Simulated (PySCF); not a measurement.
## Two-component Hartree-Fock for Rb²⁰⁺ (rubidium, charge +20)

Start: [Ne] 3s2 3p5; 3p1/2 filled at m_j = -1/2, +1/2; 3p3/2 filled at m_j = -1/2, +1/2, +3/2. Calculated with PySCF 2.14 in an uncontracted even-tempered set (19 s from 2.3 bohr⁻², ratio 2.4; 14 p from 2.9 bohr⁻², ratio 2.4; 5 d from 14 bohr⁻², ratio 2.6; 4 f from 20 bohr⁻², ratio 2.6): generalised Hartree-Fock with the X2C-1e Hamiltonian and a Gaussian nucleus; one run each with spin-orbit coupling (SO) switched off, then screened by Boettger's factors.

```tsv
spinor shell	electrons	ε, spin-free (eV)	ε, screened SO (eV)	weight of nominal j (screened SO)	rms radius, screened SO (bohr)
1s1/2	2	-16097.0	-16096.2	1.000	0.0464
2s1/2	2	-2904.3	-2903.9	1.000	0.190
2p1/2	2	-2662.1	-2705.3	1.000	0.166
3s1/2	2	-994.07	-993.93	1.000	0.481
3p1/2	2	-912.60	-921.28	0.974	0.472
3p3/2	3	-912.60	-908.32	0.982	0.479
```

**Question.** Where does 2p3/2 lie, and what is the 2p spin-orbit splitting (screened SO)?

**Answer.** At -2641.2 eV, 64.088 eV above 2p1/2.

| quantity | spin-free | screened SO |
| --- | --- | --- |
| E (hartree) | -2747.15532 | -2747.52147 |
| M_J | 3/2 | 3/2 |
| ⟨J²⟩ | 3.751 | 3.751 |
| ⟨L²⟩ | 2.001 | 2.003 |
| ⟨S²⟩ | 0.750 | 0.753 |

Each row is a mean over spinors that exchange with the open shell spreads, by up to 12.004 eV (3s1/2).

Breit and QED terms are absent; they matter most for the inner s and p1/2 levels.

Densities and radii are taken from the X2C orbitals without a picture-change correction, which distorts them close to the nucleus.

Without spin-orbit coupling the j labels of p, d and f shells carry no meaning; the spin-free column gives the mean over the occupied spinors of each nl shell.
